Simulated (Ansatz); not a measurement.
Computed with Ansatz on PBE0-D4/def2-TZVP structures; ΔE is electronic, products minus reactants. CCSD(T)/CBS is the MP2 limit (def2-TZVPP, def2-QZVPP) plus CCSD(T) − MP2 in def2-TZVPP, frozen cores. This one scheme is used for every species. DFT in def2-TZVPP. B3LYP here is the variant with VWN-RPA as its local correlation; programs differ in this. For Br, Ge outer-core shells are correlated without core-valence functions, which leaves a few kJ/mol of doubt a bond. Scalar relativity is left out up to krypton.

Reaction (ligand exchange at a Ge–Cl bond): `[F][Ge]([F])([Cl])[Cl]` + HBr → `[F][Ge]([F])([Cl])[Br]` + HCl

Q: Is it downhill or uphill in electronic energy at CCSD(T)/CBS, and by how much? (Estimate.)

A: Ansatz gave: Downhill: ΔE = -8.0 kJ/mol.

Q: What do these levels give: PBE0-D4, B3LYP-D4, ωB97M-V, PBE-QIDH, revPBE, r2SCAN, PBE0, HF/def2-SVP, CCSD/def2-SVP, CCSD/def2-TZVPP, CCSD(T)/def2-TZVPP, CCSD/CBS(def2)? (Estimate.)

A: Computed: PBE0-D4 -8.1, B3LYP-D4 -7.8, ωB97M-V -6.1, PBE-QIDH -7.1, revPBE -7.6, r2SCAN -6.5, PBE0 -7.3, HF/def2-SVP 0.4, CCSD/def2-SVP -0.2, CCSD/def2-TZVPP -6.1, CCSD(T)/def2-TZVPP -6.3, CCSD/CBS(def2) -7.8 kJ/mol.

Largest T1 diagnostic among the species: 0.011.

At CCSD(T), def2-SVP lies +7.5 kJ/mol from the extrapolated value and def2-TZVPP +1.7 kJ/mol. Leaving LDA and LC-ωPBE aside and taking each functional with its dispersion term where it has one, the values, not all of them listed here, spread over 5.2 kJ/mol, from PBE-D4 to B97M-V.
